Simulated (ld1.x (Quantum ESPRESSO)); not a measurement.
# Ranking TM potentials for Ag (Z = 47)

All share these settings but for the change named:

ld1.x (Quantum ESPRESSO) 7.5 input, shortened:

```
&input
   title='Ag', zed=47., rel=1, dft='PBESOL', iswitch=3,
   config='[Kr] 4d10 5s1 5p0'
 /
 &inputp
   pseudotype=2, tm=.true., lloc=0,
   nlcc=.false.
 /
3
5P  2  1   0.00   0.00  2.40  2.40  0.0
4D  3  2  10.00   0.00  1.65  1.65  0.0
5S  1  0   1.00   0.00  2.15  2.15  0.0
 &test
   configts(1)='4d10 5s1 5p0'
 /
```

Cutoff: the first of the cutoffs (Ry, on a coarse ladder) from which the occupation-weighted sum of valence levels, in a spherical-Bessel basis at the reference potential, stays within 10 and 1 mRy of its value at 400 Ry; the density cutoff is not measured.

The base gives 70 Ry.

Of 11 variants that were run, those that failed, showed a ghost or another fault, or gave nearly equal values are left out.

A variant can come out equal or close to the base.

**Question.** Rank these variants from softest to hardest (loose cutoff).
A. all radii scaled by about 1.36 (s 2.92, p 3.26, d 2.24 bohr)
B. wave 4d (bound): rc 1.65 bohr becomes 4d (bound): rc 1.22 bohr
C. wave 5s (bound): rc 2.15 bohr becomes 5s (bound): rc 2.08 bohr
D. core [Ar] 3d10, valence charge 19; reference 4s2 4p6 4d10 5s1 5p0; waves now 4p (bound): rc 1.20 bohr; 4d (bound): rc 1.70 bohr; 4s (bound): rc 0.90 bohr

**Answer.** A (50 Ry), C (70 Ry), B (80 Ry), D (160 Ry).
